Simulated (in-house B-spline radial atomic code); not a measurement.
## B97-1 excitations of Re7+

Method: B97-1. Computed with a B-spline radial code for spherical atoms: linear response of the closed shell [Xe] 4f14 with the functional's adiabatic kernel; scalar-relativistic (spin-free one-electron X2C), finite nucleus, no spin-orbit coupling, no double excitations, S, P, D and F terms only; shells from n = 3 respond. Only terms of natural parity with L up to 3 were computed.

Spin-orbit coupling is strong here, so these LS terms don't match observed levels.

Command:
```bash
python run_td.py task.json out
```
Settings (radii: box in bohr, nucleus in fm):
```
Z                        75
electrons                68
configuration            [Xe] 4f14
hamiltonian              x2c
method                   b97_1
box_radius               12.81
rms_radius               5.3698
intervals                69
```

Cost of the run: 8.5 s on 1 thread of Arm Neoverse N1, with other jobs on the host.

The lowest states, in the order of their Tamm-Dancoff energies; the method's threshold (minus the highest occupied level) is 140.77 eV. Labels give the largest channel, * marks a mixed state, and oscillator strengths are full-response dipole values. Semilocal kernels can invert the small singlet-triplet splittings of Rydberg terms. Energies in eV:

```tsv
state	full response	Tamm-Dancoff	oscillator strength
5p → 5d 3P	47.02	47.13	-
5p → 5d 3F	47.74	47.85	-
4f → 5d 3P	49.67	49.68	-
5p → 5d 1F	50.21	50.23	-
4f → 5d 3F	?	?	-
4f → 5d 1F	50.93	50.94	-
4f → 5d 1P	51.22	51.40	0.0515
5p → 5d 1P*	60.05	61.91	5.6
5p → 6s 3P	65.29	65.30	-
5p → 6s 1P	65.92	65.96	1.28
4f → 6s 3F	66.70	66.71	-
4f → 6s 1F	66.90	66.90	-
5p → 6p 3S	77.16	77.18	-
5p → 6p 3D	77.70	77.72	-
5p → 6p 1D	?	?	-
4f → 6p 3D	79.20	79.20	-
```

Question: Where does 4f → 5d 3F lie?

Answer: At 50.23 eV in full response, 50.23 eV in Tamm-Dancoff.

Question: Where does 5p → 6p 1D lie?

Answer: At 78.04 eV in full response, 78.05 eV in Tamm-Dancoff.

Question: How large is the singlet-triplet splitting of 5p → 5d (F terms) in Tamm-Dancoff?

Answer: 2.39 eV, from the unrounded values.

Question: What polarisabilities and dispersion coefficient does the method give?

Answer: Dipole 1.686 bohr³, quadrupole 1.924 bohr⁵, C6 5.834 hartree·bohr⁶ for two such species.
